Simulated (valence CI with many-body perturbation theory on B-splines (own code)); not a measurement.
## Xe XLVII: one-electron terms

Method: configuration interaction combined with many-body perturbation theory (CI+MBPT): six valence electrons over a frozen Dirac-Fock core [He], radial functions for each j: 9 s, 9 p, 8 d, 6 f, 3 g, 1 h, with the one-electron correlation potential Σ1, the two-electron term Σ2, the three-electron term Σ3, Breit, model QED; selected CI, second order for the rest, scaled by the run's own slope (own B-spline code, finite nucleus).

The last digits are not significant, and no measured levels were compared; by estimate large intervals hold to a few tenths of a per cent, small ones and those within an open d or f shell to about a per cent. Among the levels kept, up to 2500 cm⁻¹ of a level comes from second order outside the variational space, and about a tenth of that is noise between levels of different J, which matters for small intervals.

These are the spectroscopic orbitals of the CI (the correlating ones are not listed), shaped by the core and the other valence electrons. h is the expectation value of the core's Dirac-Fock operator, without the valence repulsion; Σ1 is computed up to l = 3 at one energy for each symmetry, that of its lowest orbital but kept below the first core excitation, so for empty shells it is not the orbital's own correlation shift; Breit and QED include the response of the core, and the two lowest orbitals of each symmetry also the frequency dependence of Breit exchange, which makes a step in that column.

```
Orbital  h (hartree)  Σ1 (cm⁻¹)  Breit (cm⁻¹)  QED (cm⁻¹)  ⟨r⟩ (bohr)
  2s1/2      -360.63      -1335         42629       46691      0.1105
  3s1/2       -157.4       -317         11521       13064      0.2596
  4s1/2      -87.485       -123          4557        5291      0.4733
  5s1/2      -55.558      -60.3          2272        2652      0.7503
  2p1/2       -356.1      -3356         84713        -436     0.09281
  3p1/2      -156.05       -734         22305        -224      0.2440
  4p1/2      -86.913       -279          8851       -98.1      0.4599
  5p1/2      -55.265       -136          4409       -50.6      0.7390
  2p3/2      -342.16      -2573         32333        4509     0.09809
  3p3/2      -151.94       -565          8612        1155      0.2515
  4p3/2      -85.187       -215          3835         461      0.4698
  5p3/2      -54.387       -106          1920         231      0.7512
  3d3/2      -151.22       -246           732        -148      0.2149
  4d3/2      -84.887       -105           398       -47.3      0.4352
  5d3/2      -54.233      -54.0           205       -21.2      0.7188
  3d5/2      -150.01       -224           240         367      0.2173
  4d5/2      -84.372      -95.3           130         167      0.4383
  5d5/2      -53.969      -49.0          63.4        88.2      0.7224
  4f5/2      -84.189      -19.1           3.7       -54.6      0.3793
  5f5/2      -53.885      -10.9           3.1       -27.1      0.6645
  4f7/2      -83.944      -18.5           1.0        46.9      0.3808
  5f7/2      -53.758      -10.4           0.9        25.1      0.6663
  5g7/2      -53.731                      0.0       -17.0      0.5826
  5g9/2      -53.656                      0.0        13.7      0.5837
```

Among the shells of the start configuration 2s2 2p4, Σ1 is largest in size for 2p1/2, where it is 0.0043 % of h.

Lowest root of each symmetry, sizes in configuration state functions:

```csv
J,Parity,Roots,Reference,Variational,Second order,Change by selected CI (cm⁻¹),Change by second order (cm⁻¹)
0,even,8,30,58378,188746,-45746,-2
1,even,11,66,59992,763171,-43055,-181
2,even,12,74,59967,1201172,-44175,-296
3,even,6,51,59992,1138746,-48094,-793
4,even,2,25,56053,693309,-54248,-369
5,even,1,9,42616,404684,-48518,-80
0,odd,6,27,53364,258781,-50287,-4
1,odd,13,68,59989,947532,-55385,-403
2,odd,14,73,59999,1497019,-49570,-1271
3,odd,10,53,59963,1739936,-49384,-1588
4,odd,5,28,57730,1202364,-49181,-639
5,odd,2,9,57863,837956,-55451,-145
```
